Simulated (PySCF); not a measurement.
Cl5OSi2, SMILES Cl[Si](O[Si](Cl)(Cl)Cl)Cl (connectivity only; charge and spin as stated), charge +1, multiplicity 1.

Geometry optimised at ωB97X-D3(BJ)/def2-SVP. The multiplicity is an assumed one; other spin states were not compared. The isomer is the one that the SMILES or the coordinates give; other isomers of the formula were not compared. One conformer was computed; it need not be the lowest.

These are ωB97X-D3(BJ)/def2-SVP run with PySCF 2.14.0 values and carry that method's errors.

Frequencies are harmonic and unscaled.

```
mode  ν (cm⁻¹)  IR (km/mol)  moving atoms (share of kinetic energy)
----  --------  -----------  --------------------------------------
1            6          0.0                                 Cl 99 %
2           36          0.0                         Cl 78 %, O 19 %
3           36          0.4                         Cl 86 %, O 11 %
4          130          0.4                                 Cl 96 %
5          146          4.0                         Cl 91 %, Si 8 %
6          161          2.6                 Cl 77 %, O 14 %, Si 9 %
7          194          8.5                        Cl 78 %, Si 18 %
8          222         26.6                        Cl 61 %, Si 31 %
9          237          1.6                        Si 56 %, Cl 38 %
10         326         54.8                O 54 %, Si 29 %, Cl 17 %
11         327         25.5                O 41 %, Cl 40 %, Si 18 %
12         431         16.1                         Cl 68 %, O 29 %
13         517         98.4                        Cl 65 %, Si 29 %
14         688        158.7                        Si 66 %, Cl 30 %
15         703         67.6                Si 68 %, Cl 19 %, O 13 %
16         710        217.2                        Si 68 %, Cl 32 %
17         777        269.1                        Si 67 %, Cl 32 %
18        1216        800.4                         O 70 %, Si 30 %
```
